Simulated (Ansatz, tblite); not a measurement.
Cost and result up the ladder for the cluster B6P6 (the lowest singlet isomer of a short search) (12 atoms). Charge 0, multiplicity 1. Geometry: PBE-D4/def2-SVP.

Cartesian coordinates in Å:
```
B 1.2534 -0.2062 1.6617
B 0.5051 -0.2689 -1.0093
B -1.0234 -0.2346 0.4506
B -0.1917 1.2040 -0.2081
B -1.1825 0.5313 -1.1973
B -1.2420 -1.2637 -0.8117
P 2.2062 -0.0425 0.0148
P 1.3060 1.9813 0.7133
P 0.0562 -1.6459 -2.2690
P -0.5376 -0.5873 2.2580
P -2.0199 -0.6628 -2.4525
P 0.8704 1.1953 2.8495
```

Ansatz on 4 threads of Arm Neoverse V1 on a shared host; xTB runs through tblite on one thread. Times are rough, summed over both states, and most runs start from the orbitals of an earlier one. PBE0-D4/def2-TZVP serves as the yardstick here, not as an exact answer. The other state is a triplet.

The xTB rows come from tblite. The structure comes from a short search, and lower isomers may exist.

xTB has no spin-polarisation term.

```tsv
level	functions	wall time	vertical triplet (eV)	difference from PBE0-D4/def2-TZVP (eV)
GFN1-xTB	78	0.042 s	1.64	-0.30
GFN2-xTB	78	0.044 s	1.58	-0.36
r2SCAN-D4/def2-TZVP	408	2.1 min	1.74	-0.19
PBE0-D4/def2-TZVP (with forces)	408	2.9 min	1.94	0.00
```
